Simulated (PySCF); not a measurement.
Hg²⁺: ionisation energy

Hg²⁺ [Xe] 4f14 5d10 (1S) → Hg³⁺ [Xe] 4f14 5d9 (2D), as a difference of total energies. Computed with PySCF 2.14 in x2c-TZVPPall with one added diffuse shell each of s, p, d, f type (12s8p8d4f1g, 113 functions), with the spin-free X2C one-electron Hamiltonian (Gaussian nucleus). Correlated levels: valence and next inner shell: [Kr] 4d10 4f14 frozen. The calculations carry no spin-orbit coupling.

```
                                method  ionisation energy (eV)
                                   UHF                  33.524
    MP2 (valence and next inner shell)                  35.232
SCS-MP2 (valence and next inner shell)                  35.012
   CCSD (valence and next inner shell)                  34.898
CCSD(T) (valence and next inner shell)                  34.968
```

How much does correlation contribute at CCSD(T) (valence and next inner shell)?

34.968 − (33.524) = 1.444 eV, measured against UHF.

A first-order spin-orbit estimate (lowest level to lowest level, LS coupling) adds -0.827 eV.

Errors of the correlated levels include the incompleteness of this basis and the frozen core.

For comparison: 34.49 ± 0.05 eV (measured; NIST Atomic Spectra Database, ionization energies).
